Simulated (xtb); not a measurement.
TaOCl3, SMILES [Cl][Ta]([Cl])(=[O])[Cl], multiplicity 1. All values are semi-empirical tight-binding results from xtb (GFN2-xTB unless named), good for trends rather than for accurate numbers. Coordinates come from a GFN2-xTB optimisation. The spin state was assumed, not searched. The isomer is the one that the SMILES or the coordinates give; other isomers of the formula were not compared.

Optimised geometry:

Bonded distances (Å): Ta1–O2 1.693, Ta1–Cl3 2.214, Ta1–Cl4 2.214, Ta1–Cl5 2.214. Bond angles (°): O2–Ta1–Cl3 113.2, O2–Ta1–Cl4 113.2, O2–Ta1–Cl5 113.2, Cl3–Ta1–Cl4 105.5, Cl3–Ta1–Cl5 105.5, Cl4–Ta1–Cl5 105.5.

For metal compounds this method's bond lengths and energies can be far off.

### Question
Estimate the properties. (An estimate is asked for; the answer gives what the named calculation found.)

### Answer

```
Quantity                                        Value
-------------------------------------  --------------
point group as xtb finds it                       C3v
orbital gap                                   3.74 eV
zero-point energy                        3.4 kcal/mol
G − E(el) at 298.15 K (modified RRHO)  -18.0 kcal/mol
```

### Question
Give the atomic charges and the Wiberg bond orders between heavy atoms. (The exact figures need the calculation; the answer reports its results.)

### Answer
charges (e) Ta1 1.02, O2 -0.48, Cl3 -0.18, Cl4 -0.18, Cl5 -0.18. Bond orders Ta1–O2 2.14, Ta1–Cl3 1.22, Ta1–Cl4 1.22, Ta1–Cl5 1.22.
